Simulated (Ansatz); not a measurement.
Cartesian coordinates in Å:
```
O -0.085 0.075 2.170
C 0.124 1.001 1.425
Si -0.008 0.848 -0.490
C -0.415 -0.918 -0.945
S 0.893 -2.043 -0.376
H 0.383 1.996 1.861
H 1.282 1.282 -1.086
H -1.074 1.811 -0.896
H -1.388 -1.234 -0.564
H -0.445 -1.021 -2.033
H 0.731 -1.798 0.934
```

Charge 0, multiplicity 1.

Task: List the PBE/def2-TZVPP orbital energies in eV (Ansatz 0.2.0). (Best estimate.)

Result: Computed: Occupied: -2395.82, -1779.82, -510.87, -271.41, -269.89, -208.74, -154.93, -154.82, -154.62, -137.60, -94.34, -94.33, -94.32, -26.72, -19.59, -16.17, -15.36, -13.06, -11.49, -11.25, -10.37, -10.20, -9.84, -9.36, -8.57, -7.97, -5.76, -5.58. Lowest empty: -2.89, -0.86, -0.12, 0.26, 0.67, 0.99, 1.23, 1.43.
